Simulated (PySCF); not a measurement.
Bi: excitation energy

Bi [Xe] 4f14 5d10 6s2 6p3 (4S) → Bi [Xe] 4f14 5d10 6s2 6p2 6d1 (high-spin determinant), as a difference of total energies. All numbers are calculated (PySCF 2.14, a scalar-relativistic core potential, in aug-cc-pwCVTZ-PP with ECP60MDF (8s7p6d4f1g, 96 functions)). Correlated levels: valence: 5s2 5p6 5d10 frozen. The calculations carry no spin-orbit coupling.

| method | excitation energy (cm⁻¹) |
| --- | --- |
| UHF | 56988 |
| MP2 (valence) | 57648 |
| SCS-MP2 (valence) | 57454 |
| CCSD (valence) | 56975 |
| CCSD(T) (valence) | 56816 |

Spin-orbit coupling is strong in these open shells (close to jj coupling). The scalar numbers leave it out and a first-order estimate fails, so it can dominate the gap to the real levels.

The promoted electron is Rydberg-like, and one or two diffuse shells describe it only roughly, which tends to raise the upper state.

The coupled-cluster amplitudes are large for the upper state (T1 above 0.03 or a double amplitude above 0.15), so a single reference is strained.

The determinant of the upper state mixes LS terms, which raises its energy above the lowest term, most at the Hartree-Fock and MP2 levels.
